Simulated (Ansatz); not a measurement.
Saddle point of SiH2OF2, closed shell (SiH₂OF₂ ([OH][SiH]([F])[F]) → SiF₂ + H₂O; bonds formed: O2–H3; bonds broken: Si1–O2, Si1–H3), PBE0-D4/def2-TZVP structure:

Si1  (-0.411, 0.416, -0.546)
O2  (0.934, -0.404, 0.356)
H3  (0.806, -0.616, -0.894)
F4  (-1.692, -0.171, 0.216)
F5  (-0.330, 1.929, -0.055)
H6  (0.693, -1.154, 0.924)
(Å)

Energies are electronic, without zero-point energy. Barriers and step energies count from the start structure reached by relaxing down the imaginary mode; all methods use the PBE0-D4 structures, on which another method's saddle can fall below an end. Computed with Ansatz 0.2.0 (basis: def2-TZVPP, with def2-QZVPP for the basis limit); correlated methods freeze the cores. B3LYP uses VWN-RPA correlation. Extrapolation: Hartree–Fock as exp(−7.88 √X), correlation as X^−2.97.

```
      method  barrier (eV)  step energy (eV)
       SPW92         2.982             2.052
      PBE-D4         3.103             2.009
     BLYP-D4         3.218             2.008
   r2SCAN-D4         3.457             2.380
      B97M-V             ?             2.285
     PBE0-D4         3.482             2.230
    B3LYP-D4         3.518             2.193
  r2SCAN0-D4         3.700             2.462
    BHLYP-D4         3.941             2.422
CAM-B3LYP-D4         3.649             2.279
     wB97X-V         3.684             2.312
     wB97M-V             ?             2.123
      B2PLYP             ?             2.306
    PBE-QIDH         3.772             2.443
  RPA on PBE         3.579             2.229
          HF         4.559             2.676
         MP2         3.754             2.455
        CCSD         3.858             2.378
     CCSD(T)         3.705             2.332
```

Question: Fill in the withheld barriers. (To be estimated.)

Answer: The calculation gives: B2PLYP 3.637; B97M-V 3.513; wB97M-V 3.563 eV. Each is the energy of the saddle less that of the start structure, by the same method.

For comparison, the barrier by CCSD(T) at an estimated basis limit (MP2 extrapolated from triple and quadruple zeta, plus CCSD(T) − MP2 in triple zeta) is 3.685 eV.

No T1 diagnostic of these runs exceeds 0.015. The restricted Hartree–Fock reference is unstable towards an unrestricted one at one or more of these structures.

Losses and insertions of silylenes and their heavier kin drive the gas-phase chemistry of silicon and germanium vapour deposition.

Labels in which every atom is bracketed show which atoms are joined, not bond orders.

For scale, one of the runs: CCSD(T)/def2-TZVPP, 163 basis functions, launched by `ansatz run in.yaml --threads 2 --pin off --events-out ev --progress --plain --max-ram 4352MiB`. Hardware: 2 CPU threads of an Intel Xeon Platinum 8259CL, shared host. Wall time 28 s; peak host memory 1.4 GiB.
